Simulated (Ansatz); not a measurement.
`[F][Ti]([F])([F])[Cl]` + `CB/C=C/Br` → `[F][Ti]([F])([F])[Br]` + `CB/C=C/Cl`  (redistribution)

Computed with Ansatz on PBE0-D4/def2-TZVP structures; ΔE is electronic, products minus reactants. CBS: MP2 limit from def2 TZ/QZ plus the TZ coupled-cluster correction, frozen cores. Double bonds are as drawn, so ΔE can hold a change between cis and trans. For Br, Ti outer-core shells are correlated without core-valence functions, which leaves a few kJ/mol of doubt a bond. Scalar relativity is left out up to krypton. Each species was taken in one conformer, which may not be the lowest.

```json
{"species": "`[F][Ti]([F])([F])[Cl]`", "MP2/def2-TZVPP energy (Eh)": "-1608.01635"}
{"species": "`CB/C=C/Br`", "MP2/def2-TZVPP energy (Eh)": "-2715.10087"}
{"species": "`[F][Ti]([F])([F])[Br]`", "MP2/def2-TZVPP energy (Eh)": "-3721.00478"}
{"species": "`CB/C=C/Cl`", "MP2/def2-TZVPP energy (Eh)": "-602.11087"}
```

Work out ΔE.

ΔE = (-3721.00478) + (-602.11087) − (-1608.01635) − (-2715.10087) = 0.00157 Eh = +0.04 eV. CCSD(T)/CBS gives +0.03 eV.

Largest T1 diagnostic among the species: 0.024, so the coupled-cluster value is less sure than usual.
